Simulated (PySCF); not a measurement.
# Ionisation energy along the 11-electron series

Calculated with PySCF 2.14 and a two-component X2C-1e Hamiltonian (Gaussian nucleus, no Breit or QED terms), each ion in its own even-tempered basis scaled to its charge; GMP2 freezes 1s2 and drops the highest virtual spinors. Values in eV. NIST values: (m) measured, (s) semi-empirical, (t) theoretical.

```json
{"ion": "V(12+)", "configuration": "[Ne] 3s1", "GHF (screened spin-orbit)": "335.68", "GMP2 (screened spin-orbit)": "336.25", "NIST": "336.27 (s)"}
{"ion": "Cr(13+)", "configuration": "[Ne] 3s1", "GHF (screened spin-orbit)": "383.56", "GMP2 (screened spin-orbit)": "384.14", "NIST": "384.16 (s)"}
{"ion": "Mn(14+)", "configuration": "[Ne] 3s1", "GHF (screened spin-orbit)": "434.55", "GMP2 (screened spin-orbit)": "435.13", "NIST": "435.17 (s)"}
```

Between Z = 23 and Z = 25 the GMP2 (screened spin-orbit) value grows as Z to the power 3.09.
